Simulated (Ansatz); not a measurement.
Consider the atomization: `NC=[Se]` → C• + 3 H• + N• + Se•.

Program: Ansatz. Geometries: PBE0-D4/def2-TZVP. ΔE: electronic, gas phase. CCSD(T)/CBS adds triple-zeta CCSD(T) − MP2 to the extrapolated MP2 energy (def2 sets, frozen cores). This one scheme is used for every species, atoms too. DFT in def2-TZVPP. B3LYP here is the variant with VWN-RPA as its local correlation; programs differ in this. Open shells (•) are unrestricted, without spin–orbit coupling. Spin–orbit coupling would lower the free atoms: a little for C; clearly for Se. For Se outer-core shells are correlated without core-valence functions, so the limit isn't a true one: a few kJ/mol of doubt a bond, and 10 to 20 or more in all where bonds break to atoms. Scalar relativity is left out up to krypton. Each species was taken in one conformer, which may not be the lowest.

Question: What is ΔE at CCSD(T)/CBS? (Best estimate.)

Answer: Ansatz gave: +2079.7 kJ/mol.

Question: What do these levels give: LDA (SPW92), r2SCAN-D4, B2PLYP, PBE-QIDH, PBE, revPBE, BLYP, PBE0, B3LYP, r2SCANh, HF/def2-TZVPP, MP2/def2-QZVPP? (Best estimate.)

Answer: Ansatz gave: LDA (SPW92) 2462.1, r2SCAN-D4 2087.5, B2PLYP 2064.4, PBE-QIDH 2055.1, PBE 2159.6, revPBE 2072.4, BLYP 2096.1, PBE0 2087.9, B3LYP 2079.5, r2SCANh 2062.6, HF/def2-TZVPP 1348.5, MP2/def2-QZVPP 2088.2 kJ/mol.

Largest T1 diagnostic among the species: 0.017.

Leaving LDA and LC-ωPBE aside and taking each functional with its dispersion term where it has one, the values, not all of them listed here, spread over 175.7 kJ/mol, from BHLYP-D4 to PBE-D4. LDA lies +302.5 kJ/mol from PBE without D4, its usual overbinding. In def2-TZVPP, CCSD(T) changes the Hartree–Fock value by +656.6 kJ/mol (the triples alone add +49.2 kJ/mol) and MP2 by +695.8 kJ/mol; breaking electron pairs costs correlation energy, which Hartree–Fock lacks. From BLYP to BHLYP (50 % exact exchange), in def2-TZVPP and without D4, ΔE moves by −114.5 kJ/mol: exact exchange takes away binding that semilocal exchange gives to molecules.

For atomizations the MP2-based limit and the directly extrapolated one differ by several kJ/mol either way, and by 10 to 25 for some Ge, Se and Sn compounds, so smaller differences from it don't rank the levels.
